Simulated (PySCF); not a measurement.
## Electronic absorption of Ti(OH)Me3

Ti(OH)Me3, C₃H₁₀OTi (singlet state).
SMILES: `[CH3][Ti]([CH3])([CH3])[OH]`

Computed, not measured: TDDFT CAM-B3LYP/def2-SVPD, vertical, gas phase, core orbitals frozen in the response (PySCF 2.14.0, density-fitted response routines). Isolated species at its PBE0-D3(BJ)/def2-SVP geometry, gas phase.

| state | E (eV) | ν̃ (cm⁻¹) | f | main configurations (H = HOMO, L = LUMO) |
| --- | --- | --- | --- | --- |
| S1 | 3.83 | 30900 | 0.0000 | H→L/L+1 (≥47%), H-1→L/L+1 (≥46%) |
| S2 | 3.99 | 32150 | 0.0009 | H-1→L/L+1 (≥44%), H→L/L+1 (≥44%) |
| S3 | 3.99 | 32180 | 0.0009 | H→L/L+1 (≥46%), H-1→L/L+1 (≥42%) |
| S4 | 4.29 | 34560 | 0.0020 | H-1→L/L+1 (≥46%), H→L/L+1 (≥42%) |
| S5 | 4.70 | 37900 | 0.0034 | H-2→L/L+1 (≥96%) |
| S6 | 4.70 | 37940 | 0.0036 | H-2→L/L+1 (≥96%) |
| S7 | 5.02 | 40510 | 0.0056 | H→L+3 (64%), H→L+2 (24%) |
| S8 | 5.04 | 40610 | 0.0046 | H-1→L+3 (65%), H-1→L+2 (24%) |
| S9 | 5.56 | 44880 | 0.0000 | H→L+5 (49%), H-1→L+4 (47%) |
| S10 | 5.59 | 45120 | 0.0067 | H-2→L+3 (58%), H-2→L+2 (22%) |
| S11 | 5.90 | 47590 | 0.029 | H-1→L+5 (22%), H→L+4 (21%), H-1→L+4 (21%) |
| S12 | 5.90 | 47610 | 0.029 | H-1→L+4 (22%), H→L+5 (21%), H-1→L+5 (21%) |
| S13 | 6.57 | 52990 | 0.208 | H-2→L+4 (68%), H→L+2 (14%) |
| S14 | 6.58 | 53060 | 0.208 | H-2→L+5 (68%), H-1→L+2 (13%) |

Triplets (Tamm–Dancoff): T1 3.56 eV, H→L/L+1 (≥47%), H-1→L/L+1 (≥45%); T2 3.61 eV, H-1→L/L+1 (≥45%), H→L/L+1 (≥44%); T3 3.61 eV, H→L/L+1 (≥51%), H-1→L/L+1 (≥39%); T4 3.70 eV, H-1→L/L+1 (≥52%), H→L/L+1 (≥39%).

The lowest singlet lies at 3.83 eV (324 nm, ultraviolet) and is dark (f under 0.0005); its leading configuration is HOMO→LUMO/LUMO+1 (≥47%). The most intense listed level is S13/S14 at 6.57 eV (189 nm, f = 0.416 summed), 2.74 eV above S1. It is the last of those listed, so stronger ones may follow. S2/S3, S5/S6, S11/S12 and S13/S14 lie within about 0.01 eV of each other in each set. For S1 the Löwdin share of titanium is 34% in HOMO and 79% in LUMO+1. The listed states span 2.75 eV, and the widest gap between neighbours is 0.67 eV (S12 to S13). The oscillator strengths of these states sum to 0.502; summed over the whole spectrum of an exact calculation they would give the number of electrons, 58 (Thomas–Reiche–Kuhn). Orbital energies (eV): HOMO-3 -11.28, HOMO-2 -9.19, HOMO-1 -8.94, HOMO -8.93, LUMO -0.10, LUMO+1 -0.10, LUMO+2 0.33. Orbitals of the list HOMO-3 to LUMO+2 that lie within 0.01 eV of each other are written together with a slash and their weights summed (≥ marks a lower bound); for degenerate orbitals outside that list single weights are arbitrary. The window holds the lowest 15 singlets. The highest level found (6.72 eV, f 0.0000 so far) is left out, since the window may have cut off a degenerate partner.
